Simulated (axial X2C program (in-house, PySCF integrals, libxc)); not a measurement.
**Low determinants of RuSi at the PBE0 level, without spin–orbit coupling**

Calculated with an axial X2C code built on PySCF integrals. Spin-free means the one-electron spin-free X2C Hamiltonian. Basis: Ru dyall-cv3z [12s12p8d5f3g], Si dyall-v3z [8s7p2d1f] (cores contracted in-house); Gaussian nuclei, density fitting, unrestricted open shells. Masses: Ru 101.904 u, Si 27.977 u.

Search at 2.098 Å (vertical energies from the lowest determinant):

```csv
ΔE (eV),state,electrons beyond evenly filled partner blocks,"electrons in σ, π, δ, φ"
0.00,"M_S = 1, Λ = 2","σα, δ+α, δ+β, δ-α",27 24 7 0
0.38,"M_S = 1, Λ = 0","δ+α, δ-α",28 24 6 0
0.40,"M_S = 0, Λ = 2","σβ, δ+α, δ+β, δ-α",27 24 7 0
0.75,"M_S = 2, Λ = 1","σα, π+α, δ+α, δ-α",27 25 6 0
1.08,"M_S = 1, Λ = 1","σα, π+β, δ+α, δ-α",27 25 6 0
1.36,"M_S = 1, Λ = 3","π+α, δ+α, δ+β, δ-α",26 25 7 0
1.36,"M_S = 1, Λ = 1","π-α, δ+α, δ+β, δ-α",26 25 7 0
```

Lowest determinant, M_S = 1, Λ = 2 (beyond evenly filled blocks: σα, δ+α, δ+β, δ-α): Re = 2.086 Å, ωe = 485.3 cm⁻¹.

The determinant in row 2 of the search, M_S = 1, Λ = 0 (beyond evenly filled blocks: δ+α, δ-α), was followed along the bond at PBE0; measured from the minimum of the lowest determinant it gives:

Te = 0.370 eV (2986 cm⁻¹), Re = 2.129 Å, ωe = 479.9 cm⁻¹.

(1) Compare the bond of the determinant in row 2 with that of the lowest one.

The search compares states at one distance, so a state with another bond length can lie lower; it is not exhaustive and yields mostly the lowest determinant of each block pattern, so other components and higher states of one pattern are missing. These are energies of single determinants, not of spin-adapted states; PBE0 term energies can be off by some tenths of an eV, and the functional has no current term. The lowest determinant need not be the ground state where others lie within half an eV. Row 1 is spin-contaminated (⟨S²⟩ = 2.15 against 2.00), so its values are not those of a pure state. Row 2 is spin-contaminated (⟨S²⟩ = 2.23 against 2.00), so its values are not those of a pure state.

## Answers

(1) At PBE0 its Re is 0.043 Å longer and its force constant, which goes as ωe², is 0.98 times that of the lowest determinant. This determinant mixes spin states, so it has no term energy of its own.
